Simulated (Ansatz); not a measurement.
C3H4F2Ge, SMILES `C#[C][Ge]([CH3])([F])[F]`. Total charge 0; spin multiplicity 1. All single points use the PBE0-D4/def2-TZVP geometry.

```xyz
10

C     2.418    1.149   -0.570
C     1.308    0.686   -0.611
Ge   -0.425   -0.055   -0.591
C    -1.091   -0.695    1.088
F    -0.455   -1.327   -1.756
F    -1.501    1.132   -1.233
H     3.401    1.562   -0.545
H    -0.433   -1.476    1.470
H    -1.130    0.126    1.804
H    -2.092   -1.101    0.945
```

What is the dipole moment at ωB97M-V/def2-TZVPP? (An estimate is asked.)

Computed: 3.42 D, with components (1.56, 0.01, 3.05) D in this frame, pointing from negative to positive charge.

And with PBE, r2SCAN, B3LYP? (An estimate is asked.)

The calculation gave: PBE 3.27 D, r2SCAN 3.39 D, B3LYP 3.43 D.

Give the Mulliken charges with ωB97M-V, PBE, B3LYP in def2-TZVPP. (An estimate is asked.)

Ansatz gave: 
```
atom  ωB97M-V    PBE  B3LYP
  C1    -0.15  -0.09  -0.08
  C2    -0.28  -0.29  -0.36
 Ge3     0.95   0.83   0.95
  C4    -0.44  -0.39  -0.39
  F5    -0.36  -0.33  -0.37
  F6    -0.36  -0.33  -0.37
  H7     0.23   0.21   0.25
  H8     0.14   0.12   0.12
  H9     0.14   0.12   0.12
 H10     0.14   0.13   0.13
```

B3LYP here is the variant with VWN-RPA as its local correlation; programs differ in this.
